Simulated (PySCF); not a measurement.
**Arsenic: a sound run and one with changed settings**

Sound run: As [Ar] 3d10 4s2 4p3, As+ [Ar] 3d10 4s2 4p2. Calculation: PySCF 2.14, in 6-31G*; no relativity, point nucleus. The sound run starts from symmetry-adapted Hartree-Fock orbitals and uses a fine grid where one is needed.

A second run was set up differently.

| species | method | sound run (hartree) | changed run (hartree) | converged |
| --- | --- | --- | --- | --- |
| As | UHF | -2233.90227 | -2233.90227 | yes |
| As | PBE | -2235.18505 | -2235.18505 | yes |
| As | M06-L | -2235.44591 | -2235.44591 | yes |
| As+ | UHF | -2233.55463 | -2233.55463 | yes |
| As+ | PBE | -2234.82004 | -2234.82006 | yes |
| As+ | M06-L | -2235.09242 | -2235.09373 | yes |

Ionisation energy of As:

| method | sound run (eV) | changed run (eV) |
| --- | --- | --- |
| UHF | 9.460 | 9.460 |
| PBE | 9.932 | 9.932 |
| M06-L | 9.619 | 9.583 |

(1) What was changed?
A. all electrons correlated in a valence basis
B. angular grid far too coarse
C. basis contracted for another Hamiltonian
D. minimal basis

## Answers

(1) B. It used 26 angular points. A coarse angular grid integrates products of high-l functions wrongly, so density functionals can shift, and the SCF can exploit the error; Hartree-Fock and MP2 need no grid.
